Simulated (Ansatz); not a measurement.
A structure relaxed at PBE0-D4/def2-TZVP, charge 0, multiplicity 1:

```tsv
atom	x (Å)	y (Å)	z (Å)
S1	1.253	0.943	0.716
Si2	-0.227	-0.115	-0.359
Cl3	0.458	-0.237	-2.272
Cl4	-0.526	-1.989	0.397
H5	0.580	0.841	1.877
H6	-1.539	0.557	-0.358
```

Question: Give its formula and SMILES.

Answer: Cl2H2SSi, `S[SiH](Cl)Cl`.

Question: Summarise the bond lengths by kind.

Answer: 1 × S–Si 2.113 Å; 1 × H–S 1.346 Å; 2 × Cl–Si 2.036 to 2.042 Å; 1 × H–Si 1.474 Å.

All numbers were calculated with Ansatz.
